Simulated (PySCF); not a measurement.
# How the method changes the shape and vibrations of BF2H2Si anion

Calculated results; nothing here was measured. The program is PySCF 2.14.0, an open-source quantum chemistry code, run on an isolated molecule that a program drew, which may never have been made. The molecule is BF2H2Si anion (charge -1, singlet), drawn as the SMILES string `B[Si-](F)F`.

The geometry was optimised and harmonic frequencies were computed with HF and MP2, all in the aug-cc-pV(D+d)Z basis, for the commonest isotopes, with a restricted reference for singlets and an unrestricted one otherwise, and a frozen core in MP2. Each result is a local minimum of its method.

Geometry at the HF minimum:
```xyz
6
BF2H2Si anion, angstrom
B    -0.1062   -0.0349   -0.1176
Si   -0.7943    1.1287    1.3245
F    -1.2958    0.2872    2.6669
F     0.3902    2.0288    2.0651
H    -0.7498   -1.0042   -0.4637
H     0.6376    0.4293   -0.9573
```

Lengths of the bonds as drawn, in Å (atoms numbered as above):
| bond | HF | MP2 |
|---|---|---|
| B1-Si2 | 1.977 | 1.878 |
| Si2-F3 | 1.662 | 1.676 |
| Si2-F4 | 1.662 | 1.676 |
| B1-H5 | 1.214 | 1.216 |
| B1-H6 | 1.214 | 1.216 |

Rotational constants, in GHz:
```
constant,HF,MP2
A,7.397,7.753
B,5.711,5.576
C,3.536,3.301
```

Harmonic frequencies in cm^-1, each column in rising order, so a row needn't be the same motion in every method:
| rank | HF | MP2 |
|---|---|---|
| 1 | 141 | 165 |
| 2 | 201 | 183 |
| 3 | 324 | 302 |
| 4 | 392 | 444 |
| 5 | 582 | 586 |
| 6 | 621 | 607 |
| 7 | 761 | 633 |
| 8 | 783 | 758 |
| 9 | 886 | 846 |
| 10 | 1229 | ? |
| 11 | 2543 | 2513 |
| 12 | 2590 | 2596 |

**Estimate the missing MP2 frequency from the HF column.**

A single factor s that minimises the squared misfit of MP2 against s times HF over the other rows is sum(HF x MP2) / sum(HF^2) = 0.9872, with an rms misfit of 44 cm^-1. For rank 10 it gives 0.9872 x 1229 = 1213 cm^-1. The calculation gives 1107 cm^-1, 106 cm^-1 below the estimate. The drawn bonds are on average 0.6 % shorter in MP2 than in HF.
